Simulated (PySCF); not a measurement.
PySCF input for Be(NMe2)(SiH3) (C2H9BeNSi), SMILES C[N](C)[Be][SiH3], TDA-LC-ωPBE/def2-SVPD. The structure is a stationary point at TPSSh-D3(BJ)/def2-SVP. The structure was generated by enumeration; whether it is a known compound was not checked. Other conformers were not sampled.

```python
import numpy as np
from pyscf import gto, scf, dft, tdscf

mol = gto.M(
    atom='''
    Be   -0.23851258    0.13440978    0.17359215
    N     0.85787492   -0.47618599   -0.67282266
    C     2.26456770   -0.14052858   -0.52531418
    C     0.61249043   -1.45837169   -1.71598002
    H     2.87020119   -1.03149540   -0.26757205
    H     2.68133059    0.28471068   -1.45941367
    H     2.40579865    0.60390381    0.27452266
    H     0.95252849   -1.09441502   -2.70541078
    H     1.14320973   -2.40907477   -1.51214518
    H    -0.46303148   -1.68455167   -1.79319095
    Si   -1.80417453    1.00252207    1.40701800
    H    -2.85892543    0.00680366    1.77691049
    H    -2.51840031    2.14229533    0.75190476
    H    -1.26769089    1.53557861    2.69929815
    ''',
    basis='def2-SVPD',
    charge=0,
    spin=0,
    max_memory=1600,
    verbose=4,
)
mf = dft.RKS(mol, xc='lc_wpbe').density_fit(auxbasis='def2-universal-jkfit')
mf.grids.level = 3
mf.conv_tol = 1e-9
mf.max_cycle = 100
mf.kernel()
mf.grids = dft.Grids(mol).set(level=1).build(with_non0tab=True)  # coarser grid for the response kernel
td = tdscf.TDA(mf)
td.singlet = True
td.nstates = 10
td.conv_tol = 1e-4
td.positive_eig_threshold = 1e-6
td.kernel(x0=td.get_init_guess(mf, 15))
td.analyze()
tt = tdscf.TDA(mf)
tt.singlet = False
tt.nstates = 4
tt.conv_tol = 1e-4
tt.positive_eig_threshold = 1e-6
tt.kernel(x0=tt.get_init_guess(mf, 9))
tt.analyze(verbose=3)
```

Log of the run:

```
PySCF version 2.14.0

[INPUT] verbose = 4
[INPUT] num. atoms = 14
[INPUT] num. electrons = 46
[INPUT] charge = 0
[INPUT] spin (= nelec alpha-beta = 2S) = 0
[INPUT] symmetry False subgroup None
[INPUT] Mole.unit = angstrom
[INPUT] Symbol           X                Y                Z      unit          X                Y                Z       unit  Magmom
[INPUT]  1 Be    -0.238512580000   0.134409780000   0.173592150000 AA   -0.450723453463   0.253997672663   0.328041620874 Bohr   0.0
[INPUT]  2 N      0.857874920000  -0.476185990000  -0.672822660000 AA    1.621148647933  -0.899861105455  -1.271450557801 Bohr   0.0
[INPUT]  3 C      2.264567700000  -0.140528580000  -0.525314180000 AA    4.279412743536  -0.265560528874  -0.992699929550 Bohr   0.0
[INPUT]  4 C      0.612490430000  -1.458371690000  -1.715980020000 AA    1.157439166617  -2.755923081919  -3.242732273026 Bohr   0.0
[INPUT]  5 H      2.870201190000  -1.031495400000  -0.267572050000 AA    5.423894171501  -1.949243804749  -0.505637893088 Bohr   0.0
[INPUT]  6 H      2.681330590000   0.284710680000  -1.459413670000 AA    5.066980464518   0.538025209939  -2.757892138746 Bohr   0.0
[INPUT]  7 H      2.405798650000   0.603903810000   0.274522660000 AA    4.546300559348   1.141212806481   0.518772642387 Bohr   0.0
[INPUT]  8 H      0.952528490000  -1.094415020000  -2.705410780000 AA    1.800017971946  -2.068144654410  -5.112485428646 Bohr   0.0
[INPUT]  9 H      1.143209730000  -2.409074770000  -1.512145180000 AA    2.160353292638  -4.552491528900  -2.857540250781 Bohr   0.0
[INPUT] 10 H     -0.463031480000  -1.684551670000  -1.793190950000 AA   -0.875002684252  -3.183341298979  -3.388639784549 Bohr   0.0
[INPUT] 11 Si    -1.804174530000   1.002522070000   1.407018000000 AA   -3.409395742616   1.894492146132   2.658878672333 Bohr   0.0
[INPUT] 12 H     -2.858925430000   0.006803660000   1.776910490000 AA   -5.402586073254   0.012857054045   3.357874173967 Bohr   0.0
[INPUT] 13 H     -2.518400310000   2.142295330000   0.751904760000 AA   -4.759086857920   4.048351451635   1.420894068157 Bohr   0.0
[INPUT] 14 H     -1.267690890000   1.535578610000   2.699298150000 AA   -2.395588592706   2.901823015640   5.100934232045 Bohr   0.0

nuclear repulsion = 180.517167547092
number of shells = 76
number of NR pGTOs = 244
number of NR cGTOs = 168
basis = def2-SVPD
ecp = {}


[settings echo left out]
init E= -440.43625851622
  HOMO = -0.267245413686814  LUMO = -0.00815979172265857  gap/eV = 7.05008
cycle= 1 E= -440.19104587538  delta_E= 0.245  |g|= 0.384  |ddm|=  7.2
  HOMO = -0.270677737441178  LUMO = 0.0327035384397742  gap/eV = 8.25543
cycle= 2 E= -440.215334235382  delta_E= -0.0243  |g|= 0.345  |ddm|= 1.24
  HOMO = -0.341710186076871  LUMO = 0.035046274223312  gap/eV = 10.25207
cycle= 3 E= -440.240284521829  delta_E= -0.025  |g|= 0.0488  |ddm|= 0.524
  HOMO = -0.336512982713058  LUMO = 0.0402384821660426  gap/eV = 10.25193
cycle= 4 E= -440.241363531632  delta_E= -0.00108  |g|= 0.0123  |ddm|= 0.258
  HOMO = -0.33844810720553  LUMO = 0.0400779721384015  gap/eV = 10.30022
cycle= 5 E= -440.241437961737  delta_E= -7.44e-05  |g|= 0.00344  |ddm|= 0.0641
  HOMO = -0.338162688602327  LUMO = 0.040029448295821  gap/eV = 10.29113
cycle= 6 E= -440.241445200217  delta_E= -7.24e-06  |g|= 0.00145  |ddm|= 0.0234
  HOMO = -0.338398525579101  LUMO = 0.040095672496788  gap/eV = 10.29935
cycle= 7 E= -440.241446333121  delta_E= -1.13e-06  |g|= 0.00036  |ddm|= 0.00644
  HOMO = -0.338462709422887  LUMO = 0.0401141987814109  gap/eV = 10.30160
cycle= 8 E= -440.241446422762  delta_E= -8.96e-08  |g|= 7.77e-05  |ddm|= 0.00129
  HOMO = -0.338476900060764  LUMO = 0.0401150939204169  gap/eV = 10.30201
cycle= 9 E= -440.241446427655  delta_E= -4.89e-09  |g|= 1.41e-05  |ddm|= 0.000635
  HOMO = -0.338475972566942  LUMO = 0.0401163107765594  gap/eV = 10.30202
cycle= 10 E= -440.24144643123  delta_E= -3.58e-09  |g|= 3.37e-06  |ddm|= 0.000166
  HOMO = -0.338476420814558  LUMO = 0.0401157392869607  gap/eV = 10.30202
cycle= 11 E= -440.241446431241  delta_E= -1.05e-11  |g|= 9.17e-07  |ddm|= 2.58e-05
  HOMO = -0.338476192799147  LUMO = 0.040115892352758  gap/eV = 10.30202
Extra cycle  E= -440.241446431243  delta_E= -2.27e-12  |g|= 4.05e-07  |ddm|= 5.17e-06
converged SCF energy = -440.241446431243
tot grids = 49224
Overwritten attributes  positive_eig_threshold  of <class 'pyscf.tdscf.rks.TDA'>


******** <class 'pyscf.tdscf.rks.TDA'> for <class 'pyscf.df.df_jk.DFRKS'> ********
nstates = 10 singlet
deg_eia_thresh = 1.000e-03
wfnsym = None
conv_tol = 0.0001
eigh lindep = 1e-12
eigh level_shift = 0
eigh max_cycle = 100


Excitation energies (eV)
[4.94111542 6.23256144 6.28751499 6.32101147 6.76924168 7.45952658
 7.69573585 7.87064612 8.11610529 8.12022407]

** Singlet excitation energies and oscillator strengths **
Excited State   1:      4.94112 eV    250.92 nm  f=0.0000
      23 -> 24        0.63894
      23 -> 28       -0.22850
Excited State   2:      6.23256 eV    198.93 nm  f=0.0925
      22 -> 24       -0.64188
      22 -> 28        0.24290
Excited State   3:      6.28751 eV    197.19 nm  f=0.2531
      23 -> 25       -0.65524
      23 -> 29        0.15869
Excited State   4:      6.32101 eV    196.15 nm  f=0.0062
      22 -> 25       -0.10693
      23 -> 26        0.55509
      23 -> 27       -0.32320
      23 -> 31       -0.11227
      23 -> 37        0.11060
Excited State   5:      6.76924 eV    183.16 nm  f=0.0710
      22 -> 25        0.59093
      22 -> 29       -0.30709
      23 -> 27       -0.11691
Excited State   6:      7.45953 eV    166.21 nm  f=0.0672
      23 -> 26       -0.26792
      23 -> 27       -0.55568
      23 -> 31        0.14209
      23 -> 32       -0.12503
      23 -> 33       -0.17574
      23 -> 35       -0.12370
      23 -> 40        0.13321
Excited State   7:      7.69574 eV    161.11 nm  f=0.3403
      22 -> 26        0.66356
      22 -> 27        0.15646
      22 -> 40       -0.11522
Excited State   8:      7.87065 eV    157.53 nm  f=0.0000
      23 -> 24       -0.23258
      23 -> 28       -0.62227
      23 -> 32        0.10288
Excited State   9:      8.11611 eV    152.76 nm  f=0.0661
      21 -> 24       -0.18954
      23 -> 25       -0.15453
      23 -> 29       -0.61798
Excited State  10:      8.12022 eV    152.69 nm  f=0.0111
      20 -> 25       -0.20469
      20 -> 29        0.14783
      21 -> 24        0.53426
      21 -> 28       -0.22333
      23 -> 29       -0.22115

** Transition electric dipole moments (AU) **
state          X           Y           Z        Dip. S.      Osc.
  1         0.0008      0.0025     -0.0011      0.0000      0.0000
  2        -0.4799     -0.4479     -0.4177      0.6055      0.0925
  3        -0.9542      0.4867      0.7041      1.6431      0.2531
  4         0.1480     -0.1131     -0.0716      0.0398      0.0062
  5        -0.0826      0.4884     -0.4273      0.4279      0.0710
  6         0.0647     -0.4469      0.4048      0.3678      0.0672
  7        -0.9638      0.5344      0.7684      1.8050      0.3403
  8         0.0092      0.0047      0.0081      0.0002      0.0000
  9         0.3945     -0.2209     -0.3576      0.3324      0.0661
 10         0.2129      0.0123     -0.1023      0.0559      0.0111

** Transition velocity dipole moments (imaginary part, AU) **
state          X           Y           Z        Dip. S.      Osc.
  1        -0.0002      0.0000     -0.0003      0.0000      0.0000
  2        -0.0161     -0.0246     -0.0246      0.0015      0.0043
  3        -0.1586      0.0863      0.1211      0.0473      0.1364
  4         0.0239     -0.0140     -0.0173      0.0011      0.0031
  5        -0.0042      0.0229     -0.0197      0.0009      0.0025
  6         0.0144     -0.1007      0.0915      0.0187      0.0455
  7        -0.2775      0.1527      0.2242      0.1505      0.3549
  8         0.0015     -0.0002      0.0019      0.0000      0.0000
  9         0.0890     -0.0394     -0.0864      0.0169      0.0379
 10         0.0400     -0.0065     -0.0261      0.0023      0.0052

** Transition magnetic dipole moments (imaginary part, AU) **
state          X           Y           Z
  1         0.3300     -0.1812     -0.2581
  2        -0.0400      0.3149     -0.2951
  3         0.0465      0.0541      0.0201
  4         0.3461      0.2743      0.2509
  5         0.2589      0.2120      0.1919
  6         0.6516      0.5097      0.4584
  7        -0.0206     -0.0322     -0.0037
  8        -0.1797      0.1022      0.1675
  9         0.2308     -0.1346     -0.1656
 10        -0.6446      0.3536      0.4953


******** <class 'pyscf.tdscf.rks.TDA'> for <class 'pyscf.df.df_jk.DFRKS'> ********
nstates = 4 triplet
deg_eia_thresh = 1.000e-03
wfnsym = None
conv_tol = 0.0001
eigh lindep = 1e-12
eigh level_shift = 0
eigh max_cycle = 100


Excitation energies (eV)
[4.71588172 4.80928078 4.96273685 5.32227806]

** Triplet excitation energies and oscillator strengths **
Excited State   1:      4.71588 eV    262.91 nm  f=0.0000
Excited State   2:      4.80928 eV    257.80 nm  f=0.0000
Excited State   3:      4.96274 eV    249.83 nm  f=0.0000
Excited State   4:      5.32228 eV    232.95 nm  f=0.0000
```

Self-consistency was reached.

Cost: around 6 core-minutes (rough).
